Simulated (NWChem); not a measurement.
System: InHSeCl2; SMILES [Cl][In]([Cl])[SeH]

NWChem printed, in part:

```
             Northwest Computational Chemistry Package (NWChem) 7.3.0
             --------------------------------------------------------

 CS  symmetry detected

                             Geometry "geometry" -> ""
                             -------------------------

 Output coordinates in angstroms (scale by  1.889725989 to convert to a.u.)

  No.       Tag          Charge          X              Y              Z
 ---- ---------------- ---------- -------------- -------------- --------------
    1 In                  49.0000     0.01722016    -0.40417854     0.00000000
    2 Cl                  17.0000     1.87921085    -1.75280012     0.00000000
    3 Cl                  17.0000    -2.04620499    -1.43457352     0.00000000
    4 Se                  34.0000     0.09824198     2.11243156     0.00000000
    5 H                    1.0000    -1.34511481     2.16742754     0.00000000

 Effective nuclear repulsion energy (a.u.)     943.0743192125

      Symmetry information
      --------------------

 Group name             Cs
 Group number              2
 Group order               2
 No. of unique centers     5

                                Z-matrix (autoz)
                                --------

 Units are Angstrom for bonds and degrees for angles

      Type          Name      I     J     K     L     M      Value
      ----------- --------  ----- ----- ----- ----- ----- ----------
    1 Stretch                  1     2                       2.29908
    2 Stretch                  1     3                       2.30639
    3 Stretch                  1     4                       2.51791
    4 Stretch                  4     5                       1.44440
    5 Bend                     1     4     5                90.33809
    6 Bend                     2     1     3               117.54878
    7 Bend                     2     1     4               124.07145
    8 Bend                     3     1     4               118.37977
    9 Torsion                  2     1     4     5         180.00000
   10 Torsion                  3     1     4     5           0.00000

                           NWChem Geometry Optimization
                           ----------------------------

 maximum gradient threshold         (gmax) =   0.000450
 rms gradient threshold             (grms) =   0.000300
 maximum cartesian step threshold   (xmax) =   0.001800
 rms cartesian step threshold       (xrms) =   0.001200
 fixed trust radius                (trust) =   0.300000
 source of zmatrix                         =   autoz

          -------------------
          Energy Minimization
          -------------------

 Using diagonal initial Hessian
 Scaling for Hessian diagonals: bonds = 1.00  angles = 0.25  torsions = 0.10

          --------
          Step   0

                                 NWChem DFT Module
                                 -----------------

 Summary of "ao basis" -> "ao basis" (spherical)
 ------------------------------------------------------------------------------
       Tag                 Description            Shells   Functions and Types
 ---------------- ------------------------------  ------  ---------------------
 In                         def2-svp                10       26   4s4p2d
 Cl                         def2-svp                 8       18   4s3p1d
 Se                         def2-svp                12       32   5s4p3d
 H                          def2-svp                 3        5   2s1p

      Symmetry analysis of basis
      --------------------------

        a'         70
        a"         29

            General Information
            -------------------
          SCF calculation type: DFT
          Wavefunction type:  closed shell.
          No. of atoms     :     5
          No. of electrons :    90
           Alpha electrons :    45
            Beta electrons :    45
          Charge           :     0
          Spin multiplicity:     1
          Use of symmetry is: on ; symmetry adaption is: on
          Maximum number of iterations: 150
          AO basis - number of functions:    99
                     number of shells:    41
          Convergence on energy requested:  1.00D-06
          Convergence on density requested:  1.00D-05
          Convergence on gradient requested:  5.00D-04

              XC Information
              --------------
                         PBE0 Method XC Functional
                     Hartree-Fock (Exact) Exchange  0.250
          PerdewBurkeErnzerhof Exchange Functional  0.750
            Perdew 1991 LDA Correlation Functional  1.000 local
           PerdewBurkeErnz. Correlation Functional  1.000 non-local

             Grid Information
             ----------------
          Grid used for XC integration:  medium
          Radial quadrature: Mura-Knowles
          Angular quadrature: Lebedev.
          Tag              B.-S. Rad. Rad. Pts. Rad. Cut. Ang. Pts.
          ---              ---------- --------- --------- ---------
          In                  1.55      123          10.0       590
          Cl                  1.00       88          12.0       590
          Se                  1.15      112          10.0       590
          H                   0.35       45          11.0       434
          Grid pruning is: on
          Number of quadrature shells:   456
          Spatial weights used:  Erf1

      Superposition of Atomic Density Guess
      -------------------------------------

 Sum of atomic energies:       -3536.70840455

      Non-variational initial energy
      ------------------------------

 Total energy =   -3508.389824
 1-e energy   =   -5984.928860
 2-e energy   =    1957.406705
 HOMO         =      -0.301709
 LUMO         =      -0.058262

      Symmetry analysis of molecular orbitals - initial
      -------------------------------------------------

  Numbering of irreducible representations:

     1 a'          2 a"

  Orbital symmetries:

     1 a'          2 a'          3 a'          4 a'          5 a'
     6 a'          7 a"          8 a'          9 a'         10 a'
    11 a'         12 a'         13 a'         14 a"         15 a'
    16 a"         17 a'         18 a'         19 a"         20 a'
    21 a'         22 a'         23 a"         24 a'         25 a'
    26 a"         27 a'         28 a"         29 a'         30 a'
    31 a'         32 a"         33 a"         34 a'         35 a'
    36 a'         37 a'         38 a'         39 a'         40 a"
    41 a'         42 a"         43 a'         44 a'         45 a"
    46 a'         47 a"         48 a'         49 a'         50 a'
    51 a'         52 a"         53 a'         54 a'         55 a"

   convergence    iter        energy       DeltaE   RMS-Dens  Diis-err
 ---------------- ----- ----------------- --------- --------- ---------
 d= 0,ls=0.0,diis     1  -3511.5849776254 -4.03D+03  1.61D-02  4.96D-01
 d= 0,ls=0.0,diis     2  -3511.5727106817  1.23D-02  8.75D-03  5.48D-01
 d= 0,ls=0.0,diis     3  -3511.6558736513 -8.32D-02  1.42D-03  1.72D-02
 d= 0,ls=0.0,diis     4  -3511.6581757517 -2.30D-03  3.09D-04  6.52D-04
 d= 0,ls=0.0,diis     5  -3511.6582766942 -1.01D-04  8.43D-05  4.99D-05
  Resetting Diis
 d= 0,ls=0.0,diis     6  -3511.6582849321 -8.24D-06  2.19D-05  3.84D-06
 d= 0,ls=0.0,diis     7  -3511.6582852962 -3.64D-07  1.33D-05  2.99D-07
 d= 0,ls=0.0,diis     8  -3511.6582852730  2.33D-08  7.08D-06  5.27D-07

         Total DFT energy =    -3511.658285272965
      One electron energy =    -5985.473307397005
           Coulomb energy =     2114.976683634422
    Exchange-Corr. energy =     -160.293992352210
 Nuclear repulsion energy =      519.132330841828

 Numeric. integr. density =       90.000015775971

                  Occupations of the irreducible representations
                  ----------------------------------------------

                     irrep           alpha         beta
                     --------     --------     --------
                     a'               33.0         33.0
                     a"               12.0         12.0

                       DFT Final Molecular Orbital Analysis
                       ------------------------------------

[...]

      ----------------------
      Optimization converged
      ----------------------

  Step       Energy      Delta E   Gmax     Grms     Xrms     Xmax
  ---- ---------------- -------- -------- -------- -------- --------
@    6   -3511.65950014 -2.3D-08  0.00020  0.00009  0.00004  0.00009
                                     ok       ok       ok       ok

                                Z-matrix (autoz)
                                --------

 Units are Angstrom for bonds and degrees for angles

      Type          Name      I     J     K     L     M      Value     Gradient
      ----------- --------  ----- ----- ----- ----- ----- ---------- ----------
    1 Stretch                  1     2                       2.33375   -0.00003
    2 Stretch                  1     3                       2.33823   -0.00001
    3 Stretch                  1     4                       2.48816   -0.00020
    4 Stretch                  4     5                       1.47352    0.00007
    5 Bend                     1     4     5                90.22179    0.00012
    6 Bend                     2     1     3               116.33567   -0.00002
    7 Bend                     2     1     4               122.33834    0.00012
    8 Bend                     3     1     4               121.32599   -0.00011
    9 Torsion                  2     1     4     5         180.00000    0.00000
   10 Torsion                  3     1     4     5           0.00000    0.00000

                         Geometry "geometry" -> "geometry"
                         ---------------------------------

 Output coordinates in angstroms (scale by  1.889725989 to convert to a.u.)

  No.       Tag          Charge          X              Y              Z
 ---- ---------------- ---------- -------------- -------------- --------------
    1 In                  49.0000    -0.00798265    -0.38183035     0.00000000
    2 Cl                  17.0000     1.89134377    -1.73791635     0.00000000
    3 Cl                  17.0000    -2.06986222    -1.48453685     0.00000000
    4 Se                  34.0000     0.13038252     2.10247717     0.00000000
    5 H                    1.0000    -1.34052822     2.19011328     0.00000000

 Effective nuclear repulsion energy (a.u.)     940.6670156269

      Symmetry information
      --------------------

 Group name             Cs
 Group number              2
 Group order               2
 No. of unique centers     5

                Final and change from initial internal coordinates
                --------------------------------------------------

                                Z-matrix (autoz)
                                --------

 Units are Angstrom for bonds and degrees for angles

      Type          Name      I     J     K     L     M      Value       Change
      ----------- --------  ----- ----- ----- ----- ----- ---------- ----------
    1 Stretch                  1     2                       2.33375    0.03467
    2 Stretch                  1     3                       2.33823    0.03184
    3 Stretch                  1     4                       2.48816   -0.02976
    4 Stretch                  4     5                       1.47352    0.02911
    5 Bend                     1     4     5                90.22179   -0.11630
    6 Bend                     2     1     3               116.33567   -1.21311
    7 Bend                     2     1     4               122.33834   -1.73311
    8 Bend                     3     1     4               121.32599    2.94623
    9 Torsion                  2     1     4     5         180.00000    0.00000
   10 Torsion                  3     1     4     5           0.00000    0.00000

 ==============================================================================
                                internuclear distances
 ------------------------------------------------------------------------------
       center one      |      center two      | atomic units |  angstroms
 ------------------------------------------------------------------------------
    2 Cl               |   1 In               |     4.41016  |     2.33375
    3 Cl               |   1 In               |     4.41861  |     2.33823
    4 Se               |   1 In               |     4.70194  |     2.48816
    5 H                |   4 Se               |     2.78455  |     1.47352
 ------------------------------------------------------------------------------
                         number of included internuclear distances:          4
 ==============================================================================

[second-derivative integrals and response iterations left out]

  Vibrational analysis via the FX method

  See chapter 2 in "Molecular Vibrations" by Wilson, Decius and Cross

  Vib: Default input used

[...]

 Rotational Constants
 --------------------
 A=   0.060731 cm-1  (  0.087377 K)
 B=   0.030479 cm-1  (  0.043852 K)
 C=   0.020294 cm-1  (  0.029198 K)

 Temperature                      =   298.15K
 frequency scaling parameter      =   1.0000

 Zero-Point correction to Energy  =    6.506 kcal/mol  (  0.010368 au)
 Thermal correction to Energy     =   10.882 kcal/mol  (  0.017341 au)
 Thermal correction to Enthalpy   =   11.474 kcal/mol  (  0.018285 au)

 Total Entropy                    =   90.507 cal/mol-K
   - Translational                =   42.601 cal/mol-K (mol. weight = 264.7679)
   - Rotational                   =   30.128 cal/mol-K (symmetry #  =        1)
   - Vibrational                  =   17.778 cal/mol-K

 Cv (constant volume heat capacity) =   19.443 cal/mol-K
   - Translational                  =    2.979 cal/mol-K
   - Rotational                     =    2.979 cal/mol-K
   - Vibrational                    =   13.484 cal/mol-K

[normal modes left out]

 ----------------------------------------------------------------------------
 Normal Eigenvalue ||           Projected Infra Red Intensities
  Mode   [cm**-1]  || [atomic units] [(debye/angs)**2] [(KM/mol)] [arbitrary]
 ------ ---------- || -------------- ----------------- ---------- -----------
    1       -0.000 ||    0.000061           0.001         0.060       0.062
    2       -0.000 ||    0.000163           0.004         0.159       0.166
    3        0.000 ||    0.000000           0.000         0.000       0.000
    4        0.000 ||    0.000214           0.005         0.208       0.217
    5        0.000 ||    0.000002           0.000         0.002       0.002
    6        0.000 ||    0.000171           0.004         0.167       0.174
    7       65.625 ||    0.004132           0.095         4.028       4.205
    8       90.322 ||    0.009399           0.217         9.162       9.565
    9       93.764 ||    0.009537           0.220         9.297       9.706
   10      216.244 ||    0.008377           0.193         8.166       8.525
   11      242.049 ||    0.006497           0.150         6.334       6.612
   12      370.224 ||    0.044895           1.036        43.766      45.690
   13      391.088 ||    0.059509           1.373        58.013      60.563
   14      618.404 ||    0.000778           0.018         0.759       0.792
   15     2465.426 ||    0.003655           0.084         3.563       3.719
 ----------------------------------------------------------------------------
```

Level: PBE0/def2-SVP with def2 effective core potentials on In. This build's default masses of Se (78.918 u) and Br (79.917 u) are each other's, which moves their modes by up to 0.6 %. def2 effective core potentials on In; no spin-orbit coupling.

**Question.** Which NWChem input produces such a log?

**Answer.** One answer among several that fit: the input that was run:
```
start job
memory heap 200 mb stack 900 mb global 1100 mb
geometry units angstroms
  In     0.218675    -0.181601     0.336230
  Cl     2.433866    -0.795868     0.373571
  Cl    -1.020432    -0.541393     2.247931
  Se    -0.924974     0.852745    -1.654269
  H     -2.165195     0.920937    -0.917041
end
basis spherical
  * library def2-svp
end
ecp
  In library def2-ecp
end
dft
  xc pbe0
  iterations 150
end
driver
  maxiter 120
end
task dft optimize
dft
  grid fine
  convergence energy 1d-8 density 1d-7
end
task dft freq numerical
```
